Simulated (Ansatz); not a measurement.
C2H6GeO2Si (`O[SiH](O)C#[C][GeH3]`), relaxed with RKS PBE0-D4/def2-TZVP in Ansatz 0.2.0 from a GFN2-xTB geometry. The force threshold is 0.005 eV/Å; the program also tests the step.

Total charge 0; spin multiplicity 1.

Start:

```xyz
12

O     1.680    1.893    1.334
Si    1.839    0.727    0.202
O     2.321    1.461   -1.155
C     0.196   -0.127   -0.007
C    -0.864   -0.698   -0.132
Ge   -2.521   -1.583   -0.346
H     1.357    1.689    2.205
H     2.893   -0.230    0.496
H     1.973    2.313   -1.402
H    -2.312   -2.861   -1.086
H    -3.100   -1.875    1.000
H    -3.460   -0.709   -1.108
```

(1) How much energy does the relaxation release, and in how many steps? (Estimate.)

(2) Which bonds change most? (Best estimate.)

(3) Give the relaxed structure. (Estimate.)

Results:

(1) Ansatz gave: 2.46 kcal/mol, in 14 steps, 3 of them rejected.

(2) The calculation gave: Ge6–H10 from 1.491 to 1.532 Å; Ge6–H12 from 1.492 to 1.533 Å; Ge6–H11 from 1.494 to 1.533 Å; Si2–C4 from 1.864 to 1.833 Å.

(3) Computed: 
```xyz
12

O     1.770    1.728    1.488
Si    1.902    0.710    0.211
O     2.343    1.517   -1.136
C     0.278   -0.113    0.004
C    -0.799   -0.660   -0.115
Ge   -2.478   -1.532   -0.320
H     0.965    1.674    2.005
H     2.968   -0.283    0.424
H     1.774    2.222   -1.446
H    -2.254   -2.847   -1.075
H    -3.057   -1.806    1.073
H    -3.411   -0.610   -1.113
```
